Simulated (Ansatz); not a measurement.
Geometry optimisation, RKS B3LYP-D4/def2-SVP (Ansatz 0.2.0).

Input:

```yaml
crystal:
  periodic: [false, false, false]
  atoms:
    - { symbol: Ga, position_ang: [0.0, 0.0, 0.0] }
    - { symbol: "N", position_ang: [0.0, 0.0, 2.28] }
    - { symbol: H, position_ang: [-0.877, -0.2713, 2.81] }
    - { symbol: H, position_ang: [0.877, 0.2713, 2.81] }
    - { symbol: "N", position_ang: [1.6714, 0.0, -0.965] }
    - { symbol: H, position_ang: [2.138, -0.9179, -1.2168] }
    - { symbol: H, position_ang: [2.1227, 0.9179, -1.2432] }
    - { symbol: "N", position_ang: [-1.6714, 0.0, -0.965] }
    - { symbol: H, position_ang: [-2.3403, -0.8164, -0.8664] }
    - { symbol: H, position_ang: [-1.9204, 0.8164, -1.5936] }
    - { symbol: O, position_ang: [-0.6081, 1.8879, 0.659] }
    - { symbol: H, position_ang: [-1.5382, 2.0813, 0.316] }
    - { symbol: H, position_ang: [-0.3905, 1.2125, 1.8185] }
basis:
  gaussian: { orbitals: def2-SVP }
hamiltonian:
  xc: b3lyp
  dispersion: d4
relax:
  f_tol: 0.15
  max_steps: 25
  restrain:
    - { distance: [0, 10], at: 1.79, k: 30.0 }
    - { distance: [12, 1], at: 1.06, k: 30.0 }
    - { distance: [0, 1], at: 3.13, k: 30.0 }
    - { distance: [12, 10], at: 2.21, k: 30.0 }
```

Launched with:

```bash
$ ansatz run input.yaml --threads 4 --pin off --max-ram 5120MiB --backend cpu --events-out ev --progress --plain --runs-dir out
```

**Question.** Where does it end, and by what steps?

**Answer.** The forces met the threshold. The restraints hold the end off the free minimum. After 13 steps the energy has fallen by 2.224 eV (the restraints' own energy left out); H9 moved furthest, 1.14 Å. Joined: N2–H13 (1.35 → 1.04 Å).

```json
{"step": "0", "energy less start (eV)": "0.0000", "largest force component (eV/Å)": "2.602", "accepted": "yes"}
{"step": "1", "energy less start (eV)": "-0.4688", "largest force component (eV/Å)": "4.030", "accepted": "yes"}
{"step": "2", "energy less start (eV)": "-0.8711", "largest force component (eV/Å)": "3.221", "accepted": "yes"}
{"step": "3", "energy less start (eV)": "-1.2111", "largest force component (eV/Å)": "2.293", "accepted": "yes"}
{"step": "4", "energy less start (eV)": "-1.6463", "largest force component (eV/Å)": "2.751", "accepted": "yes"}
{"step": "5", "energy less start (eV)": "-1.9261", "largest force component (eV/Å)": "1.024", "accepted": "yes"}
{"step": "6", "energy less start (eV)": "-2.0459", "largest force component (eV/Å)": "0.783", "accepted": "yes"}
{"step": "7", "energy less start (eV)": "-2.0742", "largest force component (eV/Å)": "0.912", "accepted": "yes"}
{"step": "8", "energy less start (eV)": "-2.1228", "largest force component (eV/Å)": "1.118", "accepted": "yes"}
{"step": "9", "energy less start (eV)": "-2.1730", "largest force component (eV/Å)": "0.658", "accepted": "yes"}
{"step": "10", "energy less start (eV)": "-2.2057", "largest force component (eV/Å)": "0.638", "accepted": "yes"}
{"step": "11", "energy less start (eV)": "-2.2201", "largest force component (eV/Å)": "0.640", "accepted": "yes"}
{"step": "12", "energy less start (eV)": "-2.1758", "largest force component (eV/Å)": "1.387", "accepted": "no"}
{"step": "13", "energy less start (eV)": "-2.2240", "largest force component (eV/Å)": "0.635", "accepted": "yes"}
```

```xyz
13
Properties=species:S:1:pos:R:3
Ga -0.228 0.606 -0.587
N 0.011 0.098 2.483
H -0.782 -0.114 3.089
H 0.853 0.022 3.055
N 1.463 0.129 -1.090
H 1.661 -0.850 -1.284
H 2.225 0.523 -0.545
N -1.753 -0.267 -1.102
H -1.697 -1.014 -1.788
H -2.618 0.253 -1.227
O -0.349 2.175 0.289
H -1.248 2.526 0.353
H -0.075 1.095 2.198
```

Time of the run: 34 s on 4 threads of Arm Neoverse V1 (shared host), peak memory 0.34 GiB.
